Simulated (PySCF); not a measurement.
Coordinates in bohr (charge 0 multiplicity 3):
```
W    -0.0003   -0.6106    0.0000
N     3.1252   -0.7084    0.0000
Cl   -1.2509    3.4934    0.0000
```

All numbers come from UPBE0 in PySCF with W def2-TZVP with ECP60, N def2-TZVP, Cl def2-TZVP; scalar-relativistic core potentials, no spin–orbit coupling; density-fitted integrals.

This geometry of ClWN is a stationary point at this level.

Q: What is the point group?

A: Cs.

Q: Is it a minimum?

A: Yes: all harmonic wavenumbers are real.

Q: What are the dipole moment and the gap between the highest occupied and lowest empty levels of either spin?

A: 4.37 D and 3.18 eV.

Q: Give the ideal-gas entropy at 298.15 K and 1 bar by parts.

A: translation 176.8, rotation 105.7, vibration 12.5, spin 9.1; total 304.3 J/(mol K).

Only a few start shapes were tried, so a lower isomer may exist. Open d and f shells are described by one determinant, and the ground state may have another occupation or spin. With an element this heavy the missing spin–orbit coupling can shift these numbers.
